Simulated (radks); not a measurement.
Results of a calculation; reference values are marked as such.
Q: Ce, 58 electrons, occupied as [Xe] 4f1 5d1 6s2. Code: a radial shooting solver on a logarithmic mesh with Libxc functionals. Model: scalar-relativistic Kohn-Sham, exchange-only LDA, spin-polarised, spherical densities, point nucleus; open shells are filled with parallel spins first (spin-orbit coupling, left out, can overturn this in heavy ions). Some entries of the table are withheld. Estimate them.

| orbital | occ. | eigenvalue (hartree) | <r^2> (bohr^2) |
|---|---|---|---|
| 1s down | 1 | -1478.317 | 0.0008220 |
| 1s up | 1 | -1478.317 | 0.0008220 |
| 2s up | 1 | -236.6759 | 0.01308 |
| 2s down | 1 | -236.6748 | 0.01308 |
| 2p up | 3 | -212.0621 | 0.01042 |
| 2p down | 3 | -212.0613 | 0.01042 |
| 3s up | 1 | -50.90166 | 0.08897 |
| 3s down | 1 | -50.89090 | 0.08895 |
| 3p up | 3 | -43.07337 | 0.08895 |
| 3p down | 3 | -43.06265 | 0.08892 |
| 3d up | 5 | -31.92247 | 0.07594 |
| 3d down | 5 | -31.91369 | 0.07590 |
| 4s up | 1 | -10.25517 | 0.4591 |
| 4s down | 1 | -10.22463 | 0.4590 |
| 4p up | 3 | -7.69835 | 0.5189 |
| 4p down | 3 | -7.66747 | 0.5187 |
| 4d up | 5 | -4.01803 | 0.6444 |
| 4d down | 5 | -3.98660 | 0.6441 |
| 5s up | 1 | -1.46620 | 2.588 |
| 5s down | 1 | -1.43339 | 2.586 |
| 5p up | 3 | (1) | 3.537 |
| 5p down | 3 | (2) | 3.533 |
| 4f up | 1 | -0.17110 | 1.655 |
| 4f down | 0 | -0.13834 | 1.663 |
| 6s up | 1 | -0.12203 | 21.23 |
| 6s down | 1 | -0.10208 | 23.71 |
| 5d up | 1 | -0.09414 | 10.73 |
| 5d down | 0 | -0.06440 | 12.28 |

A: 
(1) 5p up eigenvalue (hartree): -0.82784
(2) 5p down eigenvalue (hartree): -0.79458
